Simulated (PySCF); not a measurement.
# RbF and its ions

RHF; Rb def2-SVP with ECP28, F def2-SVP; scalar-relativistic core potentials (PySCF 2.14). Neutral (RHF): singlet (closed shell), Re = 2.328 Å, ωe = 394 cm⁻¹, De = 2.64 eV, HOMO -10.33 eV, LUMO -0.10 eV.

RbF⁺ (UHF): doublet (π ↑), Re = 3.127 Å, ωe = 91.4 cm⁻¹, De = 0.11 eV to Rb⁺ + F. The energies at the minima are -123.18351 hartree for RbF and -122.95050 for RbF⁺.

Q: Work out the adiabatic ionisation energy, without and with harmonic zero-point energies (1 hartree = 27.2114 eV, 1 eV = 8065.5 cm⁻¹), and the change of the bond length.

A: At HF: 0.23301 hartree = 6.341 eV between the minima; the zero-point term (91.4 − 394.0)/2 cm⁻¹ = -0.019 eV makes it 6.322 eV. Re changes by +79.9 pm against the neutral. Minus the HOMO energy is 10.33 eV, +3.99 eV from the value between the minima; Hartree–Fock orbital energies leave out relaxation and correlation. The electron leaves a π orbital, and the ion is left as a loose complex of an ion and an atom.

Spin–orbit coupling is left out. For an ion De counts to the pair picked by the measured ionisation energies or electron affinities, which need not be the lowest pair at this level. Where the molecule has an RHF reference, its open-shell atoms are computed with UHF. Hartree–Fock leaves out correlation, which carries a large part of most bond energies and some tenths to 1 eV of ionisation energies. States were picked by a PBE0 search and need not be the measured ground states.

Neutral and ion stand on different kinds of reference determinant, which adds to the error of the difference.
